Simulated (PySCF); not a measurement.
Electron correlation in O²⁺ (oxygen, charge +2)

Starting occupation: [He] 2s1 2p2 3s1, 2s1/2 with m_j = +1/2, 2p3/2 with m_j = +1/2, +3/2, 3s1/2 with m_j = +1/2. Calculation: PySCF 2.14, in x2c-SVPall-2c with one added diffuse shell of s type (4s2p1d, 15 functions); X2C-1e with screened-nucleus spin-orbit coupling, Gaussian nucleus. Frozen: 1s2; 4 electrons correlated.

MP2 pair energies summed by pair of shells (mhartree):

```tsv
pair	energy	share (%)
2p-2p	-4.09	34.9
2p-2s	-3.39	29.0
2p-3s	-3.15	26.9
2s-3s	-1.07	9.1
```

Total MP2 correlation energy: -11.70 mhartree.

The GHF reference relaxed away from the jj start to a determinant that is no pure jj level (⟨S²⟩ = 6.00, ⟨J²⟩ = 12.00); the energies belong to that determinant.
